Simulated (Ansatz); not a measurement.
`SCCS` + `CCCCCCCC` → `CCCCCCCCCCS` + H₂S  (formal exchange of groups at a C–S bond)

Gas-phase electronic energies from Ansatz, PBE0-D4/def2-TZVP geometries. CCSD(T)/CBS is the MP2 limit (def2-TZVPP, def2-QZVPP) plus CCSD(T) − MP2 in def2-TZVPP, frozen cores. This one scheme is used for every species. DFT in def2-TZVPP. B3LYP here is the variant with VWN-RPA as its local correlation; programs differ in this. Each species was taken in one conformer, which may not be the lowest.

(1) Is it downhill or uphill in electronic energy at CCSD(T)/CBS, and by how much? (An estimate is asked.)

(2) What do these levels give: PBE0-D4, PBE, r2SCAN, PBE0, B3LYP, MP2/def2-TZVPP, SCS-MP2/def2-TZVPP, CCSD(T)/def2-TZVPP, HF/def2-QZVPP, MP2/def2-QZVPP, SCS-MP2/def2-QZVPP, CCSD/CBS(def2)? (Estimate.)

Largest T1 diagnostic among the species: 0.010.

## Answers

(1) Ansatz gave: Downhill: ΔE = -5.4 kJ/mol.

(2) Computed: PBE0-D4 -1.4, PBE 3.5, r2SCAN 0.9, PBE0 0.1, B3LYP 0.7, MP2/def2-TZVPP -4.8, SCS-MP2/def2-TZVPP -4.9, CCSD(T)/def2-TZVPP -7.9, HF/def2-QZVPP -5.8, MP2/def2-QZVPP -3.4, SCS-MP2/def2-QZVPP -3.7, CCSD/CBS(def2) -6.5 kJ/mol.

From PBE to PBE0 (25 % exact exchange), in def2-TZVPP and without D4, ΔE moves by −3.5 kJ/mol.
